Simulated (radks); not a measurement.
Fractional charge and spin in the 1s shell of beryllium: the spin-up occupation runs from 0 to 1 and the spin-down occupation from 0 to 1; the fullest corner is Be2+, 1s(up 1, down 1). Calculated with a radial shooting solver on a logarithmic mesh with Libxc functionals: non-relativistic Kohn-Sham, PBE, spin-polarised, spherical densities, point nucleus. Energy (eV) minus the two flat planes that join the four corners (they meet along the diagonal where the two added fractions sum to one electron); zero is where a piecewise linear energy would lie.

| down \ up | 0 | 0.25 | 0.5 | 0.75 | 1 |
|---|---|---|---|---|---|
| 0 | 0.000 | -3.862 | -5.700 | -4.490 | 0.000 |
| 0.25 | -3.862 | -3.489 | -1.148 | 4.141 | -3.334 |
| 0.5 | -5.700 | -1.148 | 5.306 | -1.329 | -4.913 |
| 0.75 | -4.490 | 4.141 | -1.329 | -4.063 | -3.864 |
| 1 | 0.000 | -3.334 | -4.913 | -3.864 | 0.000 |

Corners above the fullest one (they belong to Be3+ and the next ion): (up 1, down 0) 153.44 eV, (up 0, down 1) 153.44 eV, (up 0, down 0) 370.61 eV. With half an added electron in each spin the energy lies 5.306 eV from the planes (fractional-spin error, the static-correlation error of a stretched bond), and with half an added electron in spin up alone -5.700 eV (fractional-charge error). For a frontier s shell over closed shells the exact functional lies on the planes.
